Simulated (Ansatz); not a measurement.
Species: C4H2ClO, net charge 0, doublet state. It need not be the lowest isomer of its formula. 
Structure (B3LYP-D3(BJ)/def2-TZVP (Ansatz, a first-principles code) minimum search):
```xyz
8

Cl     1.9670     0.3474     0.0753
C      0.2880     0.0128     0.0289
C     -0.3682    -1.0875     0.4649
O     -1.6795    -1.0175     0.2734
C     -1.9156     0.2041    -0.3275
C     -0.7470     0.8657    -0.4960
H     -2.9426     0.4235    -0.5546
H     -0.6040     1.8386    -0.9345
```
Charge 0, spin multiplicity 2.

Parts of the frozen-core correlation energy in cc-pV(D+d)Z (Ansatz, hartree). Frozen orbitals: 10; correlated occupied orbitals by spin: 16 and 15; virtual: 77 and 78. Open shells are spin-unrestricted. Spin-orbit coupling is left out. Non-relativistic.

| term | value |
|---|---|
| reference (HF) | -686.90531 |
| MP2 opposite-spin | (withheld) |
| MP2 same-spin | -0.21778 |
| CCSD correlation | (withheld) |
| (T) | (withheld) |
| T1 diagnostic | 0.037 |
| largest doubles amplitude | 0.068 |
| <S^2> of the reference | 1.091 |

Question: Some entries are withheld; supply them.

Answer: 
- MP2 opposite-spin, value: -0.56539
- CCSD correlation, value: -0.83520
- (T), value: -0.03338
